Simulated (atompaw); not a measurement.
# Logarithmic derivatives: Re (Z = 75), PAW (atompaw)

atompaw 4.2.0.5 input, output lines left out:

```
Re 75
GGA-PBE scalarrelativistic loggrid 2001 logderivrange -5 5 251
6 6 5 4 0 0
6 1 0
5 2 5
0 0 0
c
c
c
c
c
v
c
c
c
c
v
c
c
v
v
3
2.85 2.75 2.10 1.70
y
4.8
n
y
0.55
n
y
1.25
n
y
-2.1
n
custom polynom2 7 10 vanderbiltortho sinc
4 0 troulliermartins
2.85
2.85
2.85
2.85
1.55
1.55
0.85
0.85
```

The phase is arctan(r·u′/u) with u = r·R(r), unwrapped; energies in Ry, scanned from -5 to 5 Ry. A pole is an energy at which the radial function vanishes at the test radius. The pseudo phase is shifted by a multiple of π to meet the all-electron one at the reference energy, and phase errors are pseudo minus all-electron; the curves can meet again beyond the range given. Levels narrower than the energy grid can be missing from the lists of poles. n/a: not evaluated, since a narrow level or a reset projector energy made the automatic matching unsafe.

```csv
channel,radius (bohr),reference energy (Ry),"poles, all-electron","poles, pseudo",unbroken range about the reference energy with phases within 0.05 rad,phase error 1 Ry above the reference energy (rad)
s,2.86,-0.44,1.23,"-0.08, 1.30",below -0.2,-3.119
p,2.86,-0.10,"-3.42, 2.66",2.66,-3.2 to 4.3,+0.001
d,2.86,-0.39,-0.04,-0.04,the whole range,+0.000
f,2.86,-3.11,3.18,3.19,n/a,n/a
```

A Bessel basis up to 400 Ry misses an occupied level by 3.22 Ry, so cutoffs were not judged. Note: ghost state, extra bound levels that the all-electron valence spectrum of the same l lacks: s at -0.76 eV (other channels not judged).

Phases in the d channel:

```csv
E (Ry),all-electron,pseudo
-5.00,1.413,1.413
-4.76,1.408,1.408
-4.52,1.404,1.404
-4.28,1.399,1.399
-4.04,1.394,1.394
-3.80,1.388,1.388
-3.56,1.381,1.381
-3.32,1.374,1.374
-3.08,1.366,1.366
-2.84,1.356,1.356
-2.60,1.345,1.345
-2.36,1.332,1.332
-2.12,1.315,1.315
-1.88,1.295,1.295
-1.64,1.267,1.267
-1.40,1.228,1.228
-1.16,1.163,1.163
-0.92,1.034,1.034
-0.68,0.625,0.625
-0.44,-0.838,-0.838
-0.20,-1.442,-1.442
0.04,-1.613,-1.613
0.28,-1.701,-1.701
0.52,-1.766,-1.766
0.76,-1.826,-1.826
1.00,-1.892,-1.892
1.24,-1.976,-1.976
1.48,-2.096,-2.096
1.72,-2.292,-2.292
1.96,-2.644,-2.643
2.20,-3.221,-3.221
2.44,-3.787,-3.787
2.68,-4.125,-4.125
2.92,-4.311,-4.310
3.16,-4.423,-4.422
3.40,-4.497,-4.496
3.64,-4.550,-4.549
3.88,-4.590,-4.589
4.12,-4.621,-4.621
4.36,-4.647,-4.647
4.60,-4.670,-4.670
4.84,-4.689,-4.689
```
